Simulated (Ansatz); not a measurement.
Method: frozen-core CCSD(T)/cc-pVTZ // B3LYP-D3(BJ)/def2-TZVP (Ansatz, a first-principles code). The geometry is that of the parent before the electron was removed. Warnings of the run: other_roots.

Ansatz 0.2 input:
```yaml
crystal:
  periodic: [false, false, false]
  atoms:
    - { symbol: F, position_ang: [-0.016205, 1.446995, -0.003166] }
    - { symbol: B, position_ang: [-0.001525, 0.136169, -0.000279] }
    - { symbol: Br, position_ang: [1.680523, -0.77286, 0.001107] }
    - { symbol: Br, position_ang: [-1.662792, -0.810303, 0.002337] }
basis:
  gaussian: { orbitals: cc-pVTZ }
correlation:
  method: ccsd_t
total_charge: 1
magnetization:
  spin_polarized: true
  initial_magnetization: 1
```

Output:

```
Functional definition: HF
943 factors; integrals over basis functions are off by at most 1.7e-3 eV
mean field evaluation 1: about -143368.7985 eV, gradient 3.2e1 eV
mean field evaluation 2: about -143368.8035 eV, gradient 3.2e1 eV
mean field evaluation 4: about -143372.2022 eV, gradient 2.1e0 eV
mean field evaluation 8: about -143372.2599 eV, gradient 1.5e-1 eV
mean field evaluation 16: about -143372.2609 eV, gradient 3.8e-3 eV
mean field evaluation 32: about -143372.2609 eV, gradient 6.9e-6 eV
mean field evaluation 64: about -143372.2609 eV, gradient 2.7e-4 eV
mean field evaluation 96: about -143372.1183 eV, gradient 1.1e-2 eV
mean field evaluation 128: about -143372.3949 eV, gradient 1.1e0 eV
mean field evaluation 160: about -143371.0623 eV, gradient 5.8e-2 eV
mean field evaluation 192: about -143372.4702 eV, gradient 2.2e-2 eV
mean field evaluation 224: about -143370.0190 eV, gradient 1.7e-1 eV
mean field evaluation 256: about -143371.0596 eV, gradient 4.8e-1 eV
mean field evaluation 288: about -143370.0189 eV, gradient 7.6e-1 eV
mean field evaluation 320: about -143371.0539 eV, gradient 4.6e-1 eV
mean field evaluation 352: about -143370.0187 eV, gradient 1.6e-1 eV
mean field evaluation 384: about -143370.7183 eV, gradient 9.2e-2 eV
mean field evaluation 416: about -143370.0178 eV, gradient 2.5e-1 eV
mean field evaluation 448: about -143371.7850 eV, gradient 3.1e0 eV
mean field evaluation 480: about -143367.4674 eV, gradient 1.7e-2 eV
mean field evaluation 512: about -143372.4339 eV, gradient 6.7e-1 eV
mean field -143372.47023572 eV, -5268.8410998119 hartree, gradient 3.1e-6 eV, S^2 0.761577; 17 other end points of the search recorded, 0 dependent functions left out
determinant -143372.47023572 eV, -5268.8410998119 hartree, with singles and doubles -143393.75509646 eV, -5269.6233040169 hartree
determinant -143372.26091391 eV, -5268.8334073774 hartree, with singles and doubles -143393.86131230 eV, -5269.6272073769 hartree
determinant -143372.11838682 eV, -5268.8281696033 hartree, with singles and doubles -143393.42399915 eV, -5269.6111364152 hartree
determinant -143371.95980390 eV, -5268.8223417886 hartree, with singles and doubles -143393.52549339 eV, -5269.6148662594 hartree
determinant -143371.06231806 eV, -5268.7893597923 hartree, with singles and doubles -143392.87920026 eV, -5269.5911154252 hartree
determinant -143370.71838893 eV, -5268.7767206298 hartree, with singles and doubles -143392.54698519 eV, -5269.5789067465 hartree
determinant -143370.01914051 eV, -5268.7510237243 hartree, with singles and doubles -143391.80358824 eV, -5269.5515874125 hartree
determinant -143372.47023572 eV, -5268.8410998119 hartree, with singles and doubles -143393.83344367 eV, -5269.6261832236 hartree
determinant -143372.26091391 eV, -5268.8334073774 hartree, with singles and doubles -143393.86462331 eV, -5269.6273290544 hartree
determinant -143372.11838682 eV, -5268.8281696033 hartree, with singles and doubles -143393.49259332 eV, -5269.6136572044 hartree
determinant -143371.95980390 eV, -5268.8223417886 hartree, with singles and doubles -143393.52659414 eV, -5269.6149067114 hartree
20 core orbitals not correlated
reference -143372.26091391 eV, -5268.8334073774 hartree; 22, 21 occupied and 104, 105 virtual orbitals, 943 factors
second order -21.09557007 eV of doubles, -0.00000000 eV of singles
cycle   1  -20.91961042 eV  change    -1.1e0 eV  update   9.6e-2
cycle   2  -21.51955918 eV  change   -6.0e-1 eV  update   3.3e-2
cycle   3  -21.61364419 eV  change   -9.4e-2 eV  update   1.8e-2
cycle   4  -21.59840892 eV  change    1.5e-2 eV  update   8.2e-3
cycle   5  -21.60039838 eV  change   -2.0e-3 eV  update   4.7e-3
cycle   6  -21.60182545 eV  change   -1.4e-3 eV  update   3.1e-3
cycle   7  -21.60194748 eV  change   -1.2e-4 eV  update   2.2e-3
cycle   8  -21.60383801 eV  change   -1.9e-3 eV  update   1.2e-3
cycle   9  -21.60389125 eV  change   -5.3e-5 eV  update   5.1e-4
cycle  10  -21.60356349 eV  change    3.3e-4 eV  update   1.8e-4
cycle  11  -21.60378546 eV  change   -2.2e-4 eV  update   7.0e-5
cycle  12  -21.60371913 eV  change    6.6e-5 eV  update   3.0e-5
cycle  13  -21.60372890 eV  change   -9.8e-6 eV  update   1.1e-5
cycle  14  -21.60371201 eV  change    1.7e-5 eV  update   4.9e-6
perturbative correction -0.91713227 eV, -0.0337039894 hartree
WARN: these amplitudes may be one of several solutions (largest doubles amplitude 0.06, level shift 3.19 eV)
Total energy: -143394.78175819 eV, -5269.6610331396 hartree
```

Cost: around 30 core-minutes (rough).
